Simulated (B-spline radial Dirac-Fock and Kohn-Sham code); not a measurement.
Z = 26 (iron), transition energy 2020 keV. Level of theory: a Dirac-Hartree-Slater potential of the neutral atom with a Latter tail (no hole, which puts coefficients of high multipoles low close above an edge), finite nucleus with surface currents; a radial finite-basis atomic code. Subshells that would emit electrons below 1 keV are left out, and so is internal pair formation.

Problem. A pure transition shows α(K) = 6.61e-05, L1/L2 = 184 and L1/L3 = 301. What is its multipolarity?
A. M4
B. E1
C. M2
D. M3
E. E4
F. M1
G. E2
H. E3

Solution. C. For comparison, α(K), L1/L2, L1/L3 are E1 2.37e-05, 439, 135; E2 4.08e-05, 241, 160; E3 6.58e-05, 141, 170; E4 0.000103, 89.8, 163; M1 3.85e-05, 289, 225; M3 0.000106, 129, 309; M4 0.000166, 95.6, 244.

Values without a named source are computed, but for edge energies of neutral atoms, which are taken from tables.
